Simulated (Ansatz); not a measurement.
The same path of CH₅OSSi (9 atoms, charge 1, multiplicity 1) was run twice with different band settings. Lost on the way: C3–H8. Made: S4–H8.

The calculation used UKS PBE0-D4/def2-SVP (Ansatz).

Relaxed end points:

```xyz
9
Properties=species:S:1:pos:R:3
Si 0.004 1.409 -0.996
O 0.257 -0.151 -0.855
C 0.338 -1.087 0.247
S -0.065 -0.376 1.835
H 0.089 1.857 -2.395
H -0.294 2.299 0.141
H -0.311 -1.930 -0.023
H 1.382 -1.431 0.271
H -1.399 -0.591 1.776
```

```xyz
9
Properties=species:S:1:pos:R:3
Si -0.352 1.917 -1.238
O -0.003 0.710 -0.078
C -0.149 -0.565 0.101
S 0.085 -1.078 1.751
H -0.197 1.310 -2.589
H 0.565 3.022 -0.871
H -0.289 -1.293 -0.705
H 1.160 -1.935 1.736
H -0.820 -2.089 1.893
```

Common settings: movable images 7; climbing image yes; spring 5.0 eV/Å²; optimiser quadratic models (default); force threshold 0.03 eV/Å; iteration limit 60; end points relaxed.

| run | start path |
| --- | --- |
| 1 | through a guess of the saddle point |
| 2 | straight line |

What does each run give, and how far can it be trusted?

Run 1: converged after 33 iterations, highest image 3.265 eV above the first end. Beside the main top the profile has a ripple of under 15 meV (maxima at images 1, 6), which may be a very shallow well or noise. Neighbouring images differ by up to 1.9 eV, so the band resolves the path poorly. A vibrational analysis at the climbing image gives one clearly imaginary mode, 1314i cm⁻¹: a first-order saddle point.
Run 2: converged after 25 iterations, highest image 3.265 eV above the first end. Neighbouring images differ by up to 1.8 eV, so the band resolves the path poorly. Another band between the same ends (7 images) ends at a top of the same energy, where a vibrational analysis finds 1 clearly imaginary mode.
